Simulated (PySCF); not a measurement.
chloro(fluoromethyl)silane (CH4ClFSi), SMILES FC[SiH2]Cl.

Geometry optimised at ωB97X-D3(BJ)/def2-SVP. The values are those of a single conformer.

Two levels are set side by side: PBE/def2-TZVP (PySCF) and r2SCAN/def2-TZVP (PySCF). Same geometry, gas phase. Differences are taken from unrounded values.

```tsv
quantity	r2SCAN
orbital gap (eV)	7.08
highest occupied level (eV)	-7.54
lowest empty level (eV)	-0.46
dipole moment (D)	2.20
mean polarisability (bohr³)	50.2
```

Q: What does PBE give, and how far is it from r2SCAN? (The exact figures need the calculation; the answer reports its results.)

A: 
```tsv
quantity	PBE	PBE minus r2SCAN
orbital gap (eV)	6.34	-0.74
highest occupied level (eV)	-7.21	0.34
lowest empty level (eV)	-0.87	-0.40
dipole moment (D)	2.10	-0.10
mean polarisability (bohr³)	51.8	1.6
```

Rough cost on one machine, each run with all the roots and properties that it gave: r2SCAN against PBE about 4 times.
